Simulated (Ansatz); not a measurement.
Ansatz (a first-principles code) job for 3-silylpropylsilane (C3H12Si2), SMILES [SiH3]CCC[SiH3], CAM-B3LYP/def2-SVPD. The structure is a stationary point at ωB97X-D3(BJ)/def2-SVP. One conformer was computed; it need not be the lowest.

Ansatz 0.2 input:
```yaml
crystal:
  periodic: [false, false, false]
  atoms:
    - {symbol: Si, position_ang: [2.06447348, -0.18102233, -0.59989941]}
    - {symbol: C, position_ang: [0.99572681, 0.82383562, 0.59038375]}
    - {symbol: C, position_ang: [0.00000000, -0.00000000, 1.42277161]}
    - {symbol: C, position_ang: [-0.99572681, -0.82383563, 0.59038374]}
    - {symbol: Si, position_ang: [-2.06447348, 0.18102233, -0.59989940]}
    - {symbol: H, position_ang: [2.68814947, -1.33015137, 0.12566590]}
    - {symbol: H, position_ang: [3.14948670, 0.67915251, -1.15905439]}
    - {symbol: H, position_ang: [1.27117209, -0.72798889, -1.74026957]}
    - {symbol: H, position_ang: [1.68067925, 1.36704880, 1.26427556]}
    - {symbol: H, position_ang: [0.47153592, 1.60411806, 0.00949844]}
    - {symbol: H, position_ang: [-0.56338251, 0.67765129, 2.08785840]}
    - {symbol: H, position_ang: [0.56338251, -0.67765130, 2.08785840]}
    - {symbol: H, position_ang: [-0.47153593, -1.60411806, 0.00949844]}
    - {symbol: H, position_ang: [-1.68067926, -1.36704880, 1.26427555]}
    - {symbol: H, position_ang: [-3.14948670, -0.67915251, -1.15905439]}
    - {symbol: H, position_ang: [-2.68814947, 1.33015137, 0.12566591]}
    - {symbol: H, position_ang: [-1.27117208, 0.72798890, -1.74026956]}
basis:
  gaussian:
    orbitals: def2-SVPD
hamiltonian:
  xc: {name: CAM-B3LYP}
```

Program output:

```
WARN ansatz: RAYON_NUM_THREADS=2 ignored (pool sized by the plan → 2); use --threads N
Functional definition: CAM-B3LYP
integrals: 0.20 GiB planned
1749 factors; their error is unknown
integrals: 0.22 GiB planned
803 factors; integrals over basis functions are off by at most 2.8e-6 eV
mean field: 1.91 GiB planned
mean field evaluation 1: about -19047.9120 eV, gradient 4.5e1 eV
mean field evaluation 2: about -19047.6762 eV, gradient 4.5e1 eV
mean field evaluation 4: about -19052.8576 eV, gradient 9.8e-1 eV
mean field evaluation 8: about -19052.9147 eV, gradient 2.9e-1 eV
mean field evaluation 16: about -19052.9149 eV, gradient 3.5e-5 eV
mean field -19052.91485614 eV, -700.1817064335 hartree, gradient 3.5e-5 eV, S^2 0.000000; 0 other end points of the search recorded, 0 dependent functions left out
reference -19052.91502123 eV, -700.1817125007 hartree; 29, 29 occupied and 175, 175 virtual orbitals, 1749 factors
Total energy: -19052.91502123 eV, -700.1817125007 hartree
```

The calculation finished and met its thresholds.
